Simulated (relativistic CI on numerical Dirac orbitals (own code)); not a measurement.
# Hyperfine structure of Mo³⁸⁺, mass number 97

Calculated at this level of theory: Dirac-Coulomb-Breit CI, KLI orbitals optimised for each configuration, QED by a radiative potential, unscaled Slater integrals (own radial code, finite nucleus).

Configuration list (outside the closed core 1s2): 2s2, 2s 2p, 2p2, 2p 3s, 2p 3p, 2s 3s, 2s 3p, 2s 3d, 2s 4s, 2s 4p, 2s 4d, 2s 4f, 3s2, 3s 3p, 3p2. Levels of other configurations are missing.

Nuclear spin I = 5/2, μ = -0.9324 μN, Q = 0.255 b (tables of Stone and Pyykkö). The electronic factors are computed for point nuclear moments, without core polarisation or the Bohr-Weisskopf and QED corrections.

```
      Level   E (eV)  A (GHz)  B (GHz)
2s 2p 3P°_1    90.35   -607.3    -19.1
2s 2p 3P°_2   198.07   -285.1     68.5
2s 2p 1P°_1   250.00    139.8     53.3
   2p2 3P_1   320.21    11.75     34.1
   2p2 1D_2   332.72   -114.4     48.6
   2p2 3P_2   450.72   -55.45     19.3
 2s 3s 3S_1  3128.42   -632.3  -0.0434
2s 3p 3P°_1  3166.39   -536.7  -0.0813
```

Levels with J = 0, under 50 % of one LS term, or S terms without an open s electron are left out. Small factors come from cancelling terms and can be off by tens of per cent or more.

At this charge energies of transitions that change n are usually good to better than 1 %, and those within a shell (Δn = 0) to a few per cent.

**Question.** Give the hyperfine levels of 2s 2p 3P°_1 relative to its centre of gravity.

**Answer.** With K = F(F + 1) − I(I + 1) − J(J + 1), E = AK/2 + B[¾K(K + 1) − I(I + 1)J(J + 1)]/[2I(2I − 1)J(2J − 1)]: F = 3/2: 2112, F = 5/2: 622.6, F = 7/2: -1523 GHz.

LS names give the leading component of a level, which can be under half, so a name can repeat, a term be missing and a line seem to break the LS rules.
